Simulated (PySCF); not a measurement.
**Be: excitation energy**

Be [He] 2s2 (1S) → Be [He] 2s1 3s1 (3S), as a difference of total energies. All numbers are calculated (PySCF 2.14, scalar relativity by spin-free X2C-1e, in aug-cc-pCVQZ-DK (9s8p6d4f2g, 109 functions)). Correlated levels: valence: 1s2 frozen; valence and next inner shell: nothing frozen. The calculations carry no spin-orbit coupling.

```
                                method  excitation energy (cm⁻¹)
                                   UHF                     42931
                                   LDA                     48901
                                   PBE                     48479
                                  PBE0                     48512
                                r2SCAN                     48012
                               wB97M-V                     49540
                                  BLYP                     49626
                                revPBE                     48616
                         MP2 (valence)                     49011
                     SCS-MP2 (valence)                     50602
    MP2 (valence and next inner shell)                     49250
SCS-MP2 (valence and next inner shell)                     50805
```

Errors of the correlated levels include the incompleteness of this basis and the frozen core.

For comparison: 52081 cm⁻¹ (measured; NIST levels).
